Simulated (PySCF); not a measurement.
# Electric field gradients and quadrupole coupling constants

Compound: 5-methylpyrimidine, C5H6N2.
Structure used (GFN2-xTB), in Å, numbered top down from 1:
```
atom  x, y, z in Å
C1     1.9009    0.0751    0.2177
C2     0.4207    0.0176    0.0371
C3    -0.2678   -1.1816   -0.1278
N4    -1.5808   -1.2380   -0.2729
C5    -2.2300   -0.0884   -0.2548
N6    -1.6930    1.1087   -0.1071
C7    -0.3796    1.1574    0.0374
H8     2.2994    1.0110   -0.1673
H9     2.3826   -0.7568   -0.2912
H10    2.1461    0.0122    1.2784
H11    0.2532   -2.1314   -0.1466
H12   -3.3043   -0.1312   -0.3758
H13    0.0483    2.1458    0.1553
```

Field gradients from the PBE0/pcSseg-1 density (PySCF, non-relativistic), principal values in atomic units, ordered |Vxx| ≤ |Vyy| ≤ |Vzz|:

| atom | Vxx | Vyy | Vzz |
| --- | --- | --- | --- |
| N4 | 0.3284 | 0.7898 | -1.1183 |
| N6 | 0.3284 | 0.7899 | -1.1182 |

Q: Find the asymmetry η = (Vxx − Vyy)/Vzz and the couplings χ = eQV/h (234.96 MHz × Q in barn × V in au), with Q(14N) = 0.02044 b.

A: 
| atom | environment | nucleus | η | χzz (MHz) | χxx (MHz) | χyy (MHz) |
| --- | --- | --- | --- | --- | --- | --- |
| N4 | pyridine-type nitrogen | 14N | 0.41 | -5.37 | 1.58 | 3.79 |
| N6 | pyridine-type nitrogen | 14N | 0.41 | -5.37 | 1.58 | 3.79 |

The tensor is traceless: Vxx + Vyy + Vzz = 0.

Q: What is Vzz at N4 in SI units (1 au = 9.71736 × 10²¹ V/m²)?

A: -1.1183 au = -10.867 × 10²¹ V/m².

Q: And the gradient at the other heavy atoms, for which no coupling is worked out here?

A: 
```
atom                          environment  Vzz (au)     η
  C1                 benzylic-type carbon     0.081  0.16
  C2          substituted aromatic carbon     0.325  0.29
  C3  aromatic CH next to a ring nitrogen     0.375  0.27
  C5  aromatic CH next to a ring nitrogen     0.346  0.54
  C7  aromatic CH next to a ring nitrogen     0.375  0.27
```

Were the hydrogens deuterons (Q(2H) = 0.00286 b), χzz would run from 207 kHz (H10) to 213 kHz (H12).

Geometry: GFN2-xTB; no solvent, vibrations or thermal averaging. GFN2-xTB bond lengths can be off by several hundredths of an ångström, more for odd bonds, and the gradients follow them. The small basis limits the accuracy of the gradients.
